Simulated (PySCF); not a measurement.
C2H6N, SMILES N[CH]C, multiplicity 2. Atoms are numbered in the order given.

```xyz
9

C     -1.2360     0.2152     0.0730
C      0.0472    -0.5283     0.0926
N      1.2143     0.1981    -0.1786
H     -2.0628    -0.4260     0.3825
H     -1.2108     1.0743     0.7554
H     -1.4814     0.6146    -0.9255
H      0.0731    -1.5648    -0.2261
H      1.2448     1.1033     0.2741
H      2.0701    -0.3100    -0.0043
```
Charge 0, spin multiplicity 2.

Geometry optimised at r2SCAN-D4/def2-TZVP. The isomer is the one that the SMILES or the coordinates give; other isomers of the formula were not compared. One conformer was computed; it need not be the lowest.

These are PBE0/pcH-1 (PySCF) values and carry that method's errors.

Unrestricted Kohn–Sham, ⟨S²⟩ = 0.754. Hyperfine tensors hold the contact and dipolar terms, without spin-orbit corrections.

Problem. Estimate the hyperfine couplings. (The exact figures need the calculation; the answer reports its results.)

Solution. 
| nucleus | A(iso) (MHz) | A(iso) (G) | dipolar principal values (MHz) |
|---|---|---|---|
| 13C no. 1 | -21.7 | -7.7 | -2.3, -1.3, 3.6 |
| 13C no. 2 | 132.4 | 47.3 | -71.2, -70.4, 141.6 |
| 14N no. 3 | 12.5 | 4.5 | -10.6, -10.3, 20.9 |
| 1H no. 4 | 10.8 | 3.8 | -5.5, -3.9, 9.4 |
| 1H no. 5 | 44.5 | 15.9 | -5.1, -4.0, 9.1 |
| 1H no. 6 | 116.4 | 41.5 | -3.8, -3.3, 7.1 |
| 1H no. 7 | -39.8 | -14.2 | -33.1, -1.1, 34.2 |
| 1H no. 8 | 14.7 | 5.3 | -11.9, -5.4, 17.3 |
| 1H no. 9 | 10.9 | 3.9 | -12.0, -5.7, 17.8 |

Problem. And the g tensor (effective nuclear charges for spin-orbit coupling, GIAO)? (An estimate is asked for; the answer gives what the named calculation found.)

Solution. principal values 2.0021, 2.0029, 2.0033; isotropic 2.0028.
